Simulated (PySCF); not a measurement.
# How methods differ on the excitation energy of Pt

Pt [Xe] 4f14 5d9 6s1 (3D) → Pt [Xe] 4f14 5d10 (1S), as a difference of total energies. Calculation: PySCF 2.14, in aug-cc-pVDZ-PP with ECP60MDF (5s5p4d2f, 54 functions); a scalar-relativistic core potential. Correlated levels: valence: 5s2 5p6 frozen. The calculations carry no spin-orbit coupling.

| method | excitation energy (eV) |
| --- | --- |
| UHF | 1.008 |
| LDA | 0.398 |
| PBE | 0.461 |
| r2SCAN | 0.769 |
| HSE06 | 0.498 |
| TPSSh | 0.574 |
| r2SCANh | 0.749 |
| MP2 (valence) | 0.301 |
| SCS-MP2 (valence) | 0.271 |

Task: Estimate what PBE0 gives.

Result: 0.485 eV, closest to HSE06 among the rows shown.

Task: Estimate what M06-L gives.

Result: 0.454 eV, closest to PBE among the rows shown.

Errors of the correlated levels include the incompleteness of this basis and the frozen core.

For comparison: 0.239 eV (measured; NIST levels, between the centres of gravity of the two terms).
